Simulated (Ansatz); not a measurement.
Results of the Gaussian-basis code of Ansatz.

A structure relaxed at PBE0-D4/def2-TZVP, charge 0, multiplicity 1:

```xyz
9

O    -1.014    0.928   -0.816
Ti    0.286    0.100    0.063
O     1.712    1.099    0.377
S     0.868   -1.776   -1.138
S    -0.455   -0.502    2.152
H    -1.881    1.295   -0.644
H     2.041    1.983    0.214
H    -0.267   -1.697   -1.856
H    -1.290   -1.431    1.649
```

Problem. Give its formula and SMILES.

Solution. H4O2S2Ti, `[OH][Ti]([OH])([SH])[SH]`.

Problem. Summarise the bond lengths by kind.

Solution. 2 × O–Ti 1.769 to 1.774 Å; 2 × H–O 0.957 to 0.958 Å; 2 × S–Ti 2.297 to 2.303 Å; 2 × H–S 1.346 to 1.347 Å.
